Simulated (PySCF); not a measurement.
SMILES [CH3][Al]([CH3])[SiH](F)F (CAM-B3LYP/def2-SVP optimised geometry):

```
13

Si    -1.020     1.820     0.000
F     -0.526     2.643     1.314
F     -0.494     2.672    -1.283
Al     0.110    -0.369     0.000
C      2.063    -0.369     0.000
C     -0.894    -2.046     0.015
H     -2.505     1.928    -0.018
H      2.505     0.638    -0.023
H      2.451    -0.883     0.896
H      2.456    -0.928    -0.867
H     -0.620    -2.672    -0.852
H     -0.639    -2.640     0.910
H     -1.987    -1.920     0.001
```

Calculation: CAM-B3LYP/def2-TZVP (PySCF).

Task: What are the frontier orbital energies and the dipole moment?

Result: HOMO-2 -11.81 eV, HOMO-1 -9.56 eV, HOMO -8.72 eV, LUMO -0.87 eV, LUMO+1 0.85 eV; dipole moment 2.91 D.

On the same geometry PBE/def2-TZVP (PySCF) gives HOMO-2 -8.74 eV, HOMO-1 -6.88 eV, HOMO -6.19 eV, LUMO -2.60 eV, LUMO+1 -0.91 eV; dipole moment 2.76 D.

Meta-Löwdin charges at CAM-B3LYP/def2-TZVP: Si1 1.02, F2 -0.51, F3 -0.51, Al4 0.68, C5 -0.65, C6 -0.65, H7 -0.13, H8 0.13, H9 0.13, H10 0.13, H11 0.13, H12 0.13, H13 0.12.
